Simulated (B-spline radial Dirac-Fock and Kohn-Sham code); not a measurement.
# Pb⁶⁺: scattering cross sections and density moments

System: lead as Pb⁶⁺ in the configuration [Xe] 4f14 5d8.

Model: relativistic Hartree-Fock (Dirac-Fock) wave functions, averaged over the configuration. Program: a radial finite-basis atomic code.

```
Sum of ⟨r⟩                          : 34.38 bohr
Sum of ⟨r²⟩                         : 28.40 bohr²
Sum of ⟨1/r⟩                        : 642.39 per bohr
Langevin diamagnetic susceptibility : -22.5 × 10⁻⁶ cm³/mol
Lamb shielding (α²/3)Σ⟨1/r⟩         : 11400 ppm
```

Coherent scattering is the Thomson cross section weighted by f₀², without anomalous dispersion; incoherent scattering is Klein-Nishina weighted by S. The Lamb formula is the non-relativistic shielding expression. Electron correlation is left out. A dash stands where the photon energy is too low for the impulse approximation behind that column.

| hν (keV) | coherent (b) | incoherent (b) | incoherent per electron (b) |
| --- | --- | --- | --- |
| 1 | 3775 | – | – |
| 2 | 3590 | 1.484 | 0.0195 |
| 5 | 2744 | 5.799 | 0.0763 |
| 10 | 1692 | 12.24 | 0.161 |
| 17.4793 | 943.6 | 18.63 | 0.245 |
| 50 | 224.3 | 29.37 | 0.386 |
| 200 | 21.47 | 28.42 | 0.374 |
| 500 | 3.923 | 21.39 | 0.281 |

Incoherent scattering overtakes coherent scattering between 50 and 200 keV.

Values without a named source are computed, but for edge energies of neutral atoms, which are taken from tables.
